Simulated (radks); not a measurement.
Question: Radial electron density D(r) = 4 pi r^2 rho(r) of an atom or ion with 25 electrons. Calculated with a radial shooting solver on a logarithmic mesh with Libxc functionals: scalar-relativistic Kohn-Sham, PBEsol, spin-polarised, spherical densities, finite nucleus; Fermi nuclear charge, rms radius of each element as measured or else 0.836 A^(1/3) + 0.57 fm.

```
   r/bohr * D(r) (the largest magnitude, 35.9, reaches the edge; | marks zero)
  0.00824 |           *
  0.01073 |                 *
  0.01408 |                        *
  0.01849 |                                 *
  0.02426 |                                         *
   0.0316 |                                               *
  0.04147 |                                                 *
  0.05444 |                                             *
  0.07145 |                                        *
  0.09304 |                                       *
   0.1221 |                                             *
   0.1603 |                                                      *
   0.2104 |                                                    *
    0.274 |                                      *
   0.3596 |                       *
    0.472 |                      *
   0.6196 |                           *
   0.8068 |                        *
    1.059 |              *
     1.39 |      *
    1.824 | *
    2.376 |*
    3.118 *
    4.093 *
    5.372 *
    6.996 *
```

What is the nuclear charge?

Answer: Z = 27. The innermost maximum, from 1s, lies near gamma/Z bohr with gamma = sqrt(1 - (Z/c)^2) = 0.980, here 0.0363 bohr (found: 0.0392), and its height grows with Z. The density is that of the cobalt ion Co2+ in [Ar] 3d6.5 4s0.5; the configuration itself is not fixed sharply by these data, and Z only to about a unit. D(r) has 3 maxima, at r = 0.0392, 0.179, 0.655 bohr, and minima at 0.0852, 0.419 bohr, inside which lie 2.11, 10.73 electrons.
